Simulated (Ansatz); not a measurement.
Reaction (substitution at a C–B bond): `BCB(C)F` + `BN[SiH2]Cl` → `BN(C)[SiH2]Cl` + `BCBF`

Program: Ansatz. Geometries: PBE0-D4/def2-TZVP. ΔE: electronic, gas phase. CCSD(T)/CBS is the MP2 limit (def2-TZVPP, def2-QZVPP) plus CCSD(T) − MP2 in def2-TZVPP, frozen cores. Functionals use def2-TZVPP. B3LYP here is the variant with VWN-RPA as its local correlation; programs differ in this. One conformer a species, not always the lowest.

(1) Is it downhill or uphill in electronic energy at CCSD(T)/CBS, and by how much? (An estimate is asked.)

(2) What do these levels give: PBE0-D4, B3LYP-D4, ωB97X-V, ωB97M-V, B2PLYP, PBE, r2SCAN, PBE0, B3LYP, HF/def2-TZVPP, HF/def2-QZVPP, HF/CBS(def2)? (Best estimate.)

Largest T1 diagnostic among the species: 0.013.

## Answers

(1) Computed: Uphill: ΔE = +86.0 kJ/mol.

(2) Ansatz gave: PBE0-D4 88.6, B3LYP-D4 85.2, ωB97X-V 85.7, ωB97M-V 89.1, B2PLYP 87.4, PBE 89.0, r2SCAN 93.0, PBE0 90.7, B3LYP 89.1, HF/def2-TZVPP 88.7, HF/def2-QZVPP 88.2, HF/CBS(def2) 88.2 kJ/mol.

The D4 term adds −3.9 kJ/mol with B3LYP and −2.1 kJ/mol with PBE0; it sums over pairs of atoms, weighted by their polarisabilities, and B3LYP, whose exchange is more repulsive, gets the larger term. In def2-TZVPP, CCSD(T) changes the Hartree–Fock value by −3.9 kJ/mol (the triples alone add −1.4 kJ/mol) and MP2 by −3.3 kJ/mol.
